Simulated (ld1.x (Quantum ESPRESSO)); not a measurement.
# Transferability test, RRKJ potential for Yb (Z = 70)

ld1.x (Quantum ESPRESSO) 7.5 input, shortened:

```
&input
   title='Yb', zed=70., rel=1, dft='PW91', iswitch=3,
   config='[Xe] 4f13 5d1 6s1.5 6p0'
 /
 &inputp
   pseudotype=2, tm=.false., lloc=1,
   nlcc=.false.
 /
3
5S  1  0   2.00   0.00  1.80  1.80  0.0
5D  3  2   1.00   0.00  1.90  1.90  0.0
5P  2  1   6.00   0.00  2.15  2.15  0.0
 &test
   configts(1)='5s2 5p6 5d1 6s1.5 6p0'
 /
```

Occupied shells without a wave of their own: 6s. They enter only through the test configuration that unscreens the potential.

Energies are relative to the spin-unpolarised reference configuration 5s2 5p6 5d1 6s1.5 6p0; without spin polarisation the order of configurations can differ from experiment.

```tsv
valence configuration	charge	ΔE all-electron (eV)	error AE − PS (meV)
5s2 5p6 5d1 6s1 6p0	+1	4.340	+12
5s2 5p6 5d1 6s0 6p2	0	3.934	+242
5s2 5p6 5d0 6s0 6p0	+3	37.528	+73
5s2 5p6 5d1.5 6s1.5 6p0	0	-1.579	-2.2
5s2 5p6 5d1 6s1 6p1	0	0.393	+99
```

**Question.** What are ΔE and the potential's error for 5s2 5p6 5d1 6s0 6p0?

**Answer.** ΔE = 17.467 eV all-electron; the error (AE − PS) is +78 meV.

**Question.** What are ΔE and the potential's error for 5s2 5p6 5d1 6s2 6p0?

**Answer.** ΔE = -2.963 eV all-electron; the error (AE − PS) is -6.3 meV.

ld1.x printed “convergence not achieved” for 7 of the counted tests; their residual had stalled under 1e-8, short of the target of 1e-14. The 6s level has no wave, so the channel is fitted at the deeper level alone: the likely source of the large errors.
